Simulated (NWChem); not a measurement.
Species: SiHCl3; SMILES Cl[SiH](Cl)Cl

```xyz
5

Si     0.0000     0.0000     0.5008
Cl    -0.5022    -1.8590    -0.1877
Cl    -1.3589     1.3644    -0.1877
Cl     1.8610     0.4946    -0.1877
H      0.0000     0.0000     1.9775
```
Atoms are numbered in this order, from 1.

All runs: NWChem. All runs use the structure optimised with PBE0/def2-SVP. Level: PBE0/def2-SVP with SMD (1 M gas to 1 M solution), gas-phase geometry. Reactions with the solvent are ignored.

For solvent n-hexane:

```yaml
solvation free energy (kcal/mol): -3.4
cavity-dispersion-structure term (kcal/mol): -3.0
dipole in solution (D): 1.12
```

### Question
Estimate the same quantities for solvent water.

### Answer
The solvation free energy (kcal/mol) is 0.6, the cavity-dispersion-structure term (kcal/mol) is 1.6 and the dipole in solution (D) is 1.33.
